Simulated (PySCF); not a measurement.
A side-by-side comparison of computed properties.

First species: C₅H₇F₃GeS.
Z-matrix (Å and degrees, PBE0-D3(BJ)/def2-SVP geometry), rows numbered from 1:
```
F 
C   1  1.3280
F   2  1.3344  1  108.27
F   2  1.3298  1  108.36  3   115.43
S   2  1.8121  1  107.94  3  -122.57
C   5  1.7844  2   98.63  1   178.40
C   6  1.3456  5  119.39  2    97.79
C   7  1.4982  6  120.05  5   177.47
Ge  8  1.9764  7  103.01  6     0.39
C   6  1.5040  5  119.39  2   -84.94
H   7  1.0953  6  119.68  5    -2.74
H   8  1.1026  7  111.12  6   121.03
H   8  1.1025  7  111.31  6  -120.65
H   9  1.5390  8  113.25  7  -117.93
H   9  1.5384  8  113.04  7   116.54
H  10  1.1005  6  111.24  5    61.41
H  10  1.1016  6  111.12  5   -57.54
```

Second species: CH9N3O2Si3.
Cartesian coordinates in Å at the PBE0-D3(BJ)/def2-SVP level; atoms count from 1:
```
atom  x, y, z in Å
O1     2.4654   -1.3271   -1.8630
C2     2.3770   -0.8976   -0.7392
O3     3.4392   -0.4331   -0.0631
Si4    0.7044   -0.7932    0.2081
N5     0.6319    0.7477    1.0060
Si6   -0.8739    1.5496    1.3369
N7    -2.0806    0.5165    0.6212
Si8   -2.0720   -0.2836   -0.9293
N9    -0.4616   -0.9079   -1.0660
H10    4.2130   -0.5279   -0.6467
H11    0.6357   -1.9335    1.1677
H12    1.5158    1.2240    1.1618
H13   -0.8225    2.9379    0.7785
H14   -1.2216    1.6643    2.7881
H15   -2.9024    0.3495    1.1940
H16   -3.1586   -1.3108   -0.8733
H17   -2.3549    0.6050   -2.1005
H18   -0.0638   -1.1688   -1.9667
```

Levels: wB97X-D/def2-SVPD for HOMO energy, LUMO energy, HOMO–LUMO gap and static isotropic polarisability; TDDFT wB97X-D/def2-SVPD for lowest singlet excitation; TDA wB97X-D/def2-SVPD for lowest triplet excitation (Tamm–Dancoff); ΔSCF wB97X-D/def2-SVPD for vertical ionisation energy. Geometries: PBE0-D3(BJ)/def2-SVP. Each structure is a single optimised conformer of the isolated species, non-relativistic unless stated; the electronic structure was computed with PySCF and density fitting.

```csv
property,column X,column Y
HOMO energy,-9.30 eV,-9.32 eV
LUMO energy,1.02 eV,1.05 eV
HOMO–LUMO gap,10.32 eV,10.37 eV
lowest singlet excitation,5.38 eV,5.11 eV
lowest triplet excitation (Tamm–Dancoff),4.13 eV,4.48 eV
static isotropic polarisability,109.6 au,112.0 au
vertical ionisation energy,9.42 eV,9.40 eV
```

Question: Which column belongs to which species?

Answer: Column X is the first species and column Y the second. The first has 17 atoms and 112 electrons, the second 18 and 94.

Question: How does each property change from the first species to the second?

Answer: HOMO energy -0.02 eV; LUMO energy +0.03 eV; HOMO–LUMO gap +0.05 eV; lowest singlet excitation -0.27 eV; lowest triplet excitation (Tamm–Dancoff) +0.35 eV; static isotropic polarisability +2.4 au; vertical ionisation energy -0.02 eV.

On the first: In wavenumbers S1 is 43400 cm⁻¹ (1 eV = 8065.54 cm⁻¹). The vertical singlet–triplet gap S1 − T1 is 1.25 eV (TDDFT singlet less Tamm–Dancoff triplet; S1: HOMO→LUMO, weight 0.80; T1: HOMO−1→LUMO, weight 0.63). Relativistic effects, spin–orbit coupling among them, are left out although an element past zinc is present.

On the second: The ΔSCF ionisation energy exceeds −ε(HOMO) by 0.08 eV with wB97X-D. S1 lies 5.26 eV below the HOMO–LUMO gap; its leading configuration is HOMO−2→LUMO, weight 0.34, beside HOMO→LUMO, weight 0.28.
